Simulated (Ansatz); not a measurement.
`[GeH3][CH]=[Se]` and `S=[CH][GeH3]` differ in one element.

Ansatz, PBE0-D4/def2-TZVP geometries, multiplicity 1. 

Scalar relativity is left out up to krypton.

```csv
property,`[GeH3][CH]=[Se]`
HOMO energy (PBE0/def2-TZVPP) / eV,-6.25
size of the dipole moment (ωB97M-V/def2-TZVPP) / D,1.43
LUMO energy (ωB97M-V/def2-TZVPP) / eV,-0.81
HOMO–LUMO gap (PBE/def2-TZVPP) / eV,1.35
LUMO energy (PBE/def2-TZVPP) / eV,-3.77
LUMO energy (B3LYP/def2-TZVPP) / eV,-3.09
```

Task: What does the change do to each property? (Estimate.)

Result: Ansatz gave: 
```
                                          property  `S=[CH][GeH3]`  shift
                HOMO energy (PBE0/def2-TZVPP) / eV           -6.42  -0.17
size of the dipole moment (ωB97M-V/def2-TZVPP) / D            1.59   0.16
             LUMO energy (ωB97M-V/def2-TZVPP) / eV           -0.46   0.35
               HOMO–LUMO gap (PBE/def2-TZVPP) / eV            1.64   0.29
                 LUMO energy (PBE/def2-TZVPP) / eV           -3.61   0.16
               LUMO energy (B3LYP/def2-TZVPP) / eV           -2.85   0.24
```

With PBE0 the HOMO falls by 0.17 eV and the LUMO rises by 0.24 eV, so the gap widens by about 0.41 eV. PBE moves the HOMO by -0.11 eV and ωB97M-V by -0.19 eV. Dipoles are sizes alone; their direction can turn.

B3LYP here is the variant with VWN-RPA as its local correlation; programs differ in this.

Spin–orbit coupling is left out; it splits and shifts lone-pair levels of the heavy atoms by tenths of an eV.
